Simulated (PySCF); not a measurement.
**Question.** Give a PBE0-D3(BJ)/def2-SVP geometry of `C#CB(NC)C#C`.

**Answer.** 
```
atom  x, y, z in Å
C1    -1.6637    1.6078    1.6570
C2    -1.0986    0.7862    0.9585
B3    -0.4002   -0.2607    0.0726
C4    -1.2309   -1.2944   -0.7086
C5    -1.8858   -2.1139   -1.3258
N6     0.9921   -0.2886   -0.0336
C7     1.9425    0.5824    0.6076
H8    -2.1709    2.3289    2.2721
H9    -2.4680   -2.8351   -1.8713
H10    1.4000   -0.9998   -0.6305
H11    1.4075    1.3095    1.2325
H12    2.6379    0.0201    1.2535
H13    2.5441    1.1405   -0.1298
```

Any rigid rotation of these coordinates is as good. Atoms count from 1 in this order. N6 (boron-bound nitrogen) is planar (angles 127.7°, 117.4° and 114.9°, sum 360.0°, 0.00 Å off the plane of its three neighbours). Of the pairs four or more bonds apart, C2···H11 is among the closest relative to their van der Waals radii: 2.57 Å, 89 % of the sum of Bondi's values. The 7 heavy atoms lie in one plane (0.001 Å rms). B3 (three-coordinate boron) is planar (angles 120.6°, 120.3° and 119.1°, sum 360.0°, 0.00 Å off the plane of its three neighbours).

Bonds between heavy atoms (Å): C1≡C2 1.217, C2–B3 1.539, B3–C4 1.539, C4≡C5 1.217, B3–N6 1.397, N6–C7 1.440.

Computed with PySCF, PBE0-D3(BJ)/def2-SVP geometry optimisation, gas phase.

Point group: Cs (tolerance 0.08 Å). No frequency check. The numbers are those of one conformer (C2–B3–N6–C7 0°).
